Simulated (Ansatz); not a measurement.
Cs8Cl8 (started as a model of: 2x2x4 CsCl rock-salt block). Total charge 0; triplet. Geometry PBE-D4/def2-SVP, that of the neutral singlet; atoms count from 1.

```xyz
16

Cs   -3.8380    4.0405   -0.2625
Cl   -2.4069    1.3063    1.0007
Cs   -1.0572   -1.4806    2.3892
Cl    0.5200   -4.2162    3.5165
Cl   -0.8654    5.4175   -0.5607
Cs    0.6785    2.7983    0.8528
Cl    2.0478   -0.0563    2.0748
Cs    3.4757   -2.7801    3.3639
Cl   -3.4049    2.8280   -3.2897
Cs   -2.1064   -0.0414   -2.1397
Cl   -0.5941   -2.7498   -0.7642
Cs    0.8106   -5.4970    0.5005
Cs   -0.4485    4.2361   -3.6024
Cl    0.9533    1.5002   -2.3105
Cs    2.4852   -1.2760   -1.1018
Cl    3.7502   -4.0297    0.3333
```

In the def2 sets Cs takes a core potential; there is no spin–orbit coupling. An occupied level of the charge 0 triplet lies above an empty one (by up to 0.02 eV), so this SCF solution is probably not the lowest. The gap within one spin of the charge 0 triplet nearly closes, so an electron or hole may be smeared out by delocalisation error. At PBE-D4/def2-SVP a singlet of charge 0 lies 4.47 eV below the triplet at the same geometry.

Question: Estimate the Mulliken populations from the PBE/def2-SVP orbitals of Ansatz.

Answer: 
```csv
atom,charge (e),spin (α − β)
Cs1,0.35,0.21
Cl2,-0.43,0.07
Cs3,0.46,0.05
Cl4,-0.38,0.17
Cl5,-0.38,0.17
Cs6,0.47,0.06
Cl7,-0.44,0.07
Cs8,0.36,0.21
Cl9,-0.38,0.18
Cs10,0.46,0.05
Cl11,-0.43,0.08
Cs12,0.36,0.20
Cs13,0.35,0.21
Cl14,-0.43,0.07
Cs15,0.46,0.05
Cl16,-0.38,0.17
```
Mulliken values and Mayer orders depend strongly on the basis.

Question: Where does the spin sit?

Answer: Summed by element: Cs 1.04, Cl 0.96, of 2 unpaired in all. Largest on single atoms: Cs8 0.21, Cs1 0.21, Cs13 0.21.

Question: And the Mayer bond orders between bonded heavy atoms (over 0.3)?

Answer: Cs1–Cl5 0.31 (3.29 Å); Cs1–Cl9 0.31 (3.29 Å); Cs3–Cl4 0.31 (3.35 Å); Cl4–Cs8 0.30 (3.29 Å); Cl4–Cs12 0.31 (3.29 Å); Cl5–Cs6 0.30 (3.35 Å); Cl5–Cs13 0.31 (3.29 Å); Cs8–Cl16 0.30 (3.29 Å); Cl9–Cs10 0.30 (3.35 Å); Cl9–Cs13 0.31 (3.29 Å); Cs12–Cl16 0.31 (3.29 Å); Cs15–Cl16 0.31 (3.35 Å).
